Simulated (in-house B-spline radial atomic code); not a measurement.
The numbers below are computed, except where a source is named.
**Ta in an electron gas of r_s = 4: phase shifts, screening and friction**

A nucleus sits in a uniform electron gas with a rigid positive background. The Kohn-Sham equations are solved self-consistently in the spin-unpolarised LDA (PW92), non-relativistic, on B-splines with outgoing waves at the boundary and partial waves to l = 8. The model has no lattice, no bands and no magnetic solution. Atomic units; δ_l are the phase shifts at the Fermi level, counted so that each bound state adds π, and good to about 0.0005. Heavy atoms are models without relativity. A narrow, partly filled d or f resonance in a thin gas would split by spin, so such rows rest on a solution that is probably unstable.

The density parameter is r_s = 4 bohr.

| l | δ_l (rad) |
| --- | --- |
| 0 | 16.0136 |
| 1 | 12.5342 |
| 2 | 7.8651 |
| 3 | 3.1043 |
| 4 | -0.0013 |
| 5 | -0.0001 |
| 6 | -0.0004 |
| 7 | -0.0004 |
| 8 | -0.0004 |

Bound levels below the band bottom (hartree): p -13.37, d -7.915, s -1.877, p -1.035, f -0.8492 and deeper ones.

Check the Friedel sum rule, and say where the screening charge sits.

k_F = (9π/4)^(1/3)/r_s = 0.47979. The rule is Z = (2/π) Σ (2l + 1) δ_l. The terms are s 10.195, p 23.939, d 25.035, f 13.834 and -0.020 beyond, in all 72.983 against Z = 73. Bound states hold 10 s, 24 p, 20 d and 14 f electrons, so the scattering states carry 4.98 in all; where a term is smaller than its bound count, the bound level has drawn weight out of the band.

Find the transport cross section and the electronic stopping of a 1 keV Ta ion (mass 180.95 u).

σ_tr = (4π/k_F²) Σ (l + 1) sin²(δ_l − δ_(l+1)). The terms for l = 0 to 3 are 0.1098, 1.9963, 2.9930, 0.0052, all together 5.1043, so σ_tr = 54.589 × 5.1043 = 278.638 bohr². With n = 3/(4π r_s³) = 0.00373, the friction coefficient is Q = n k_F σ_tr = 0.4987. For v well below v_F = 0.480, dE/dx = Q v; with 24801 eV per u at v = 1, v = √(1000/(24801 × 180.95)) = 0.0149, so dE/dx = 0.00744 hartree/bohr = 3.83 eV/nm. The largest term couples the d and f waves.
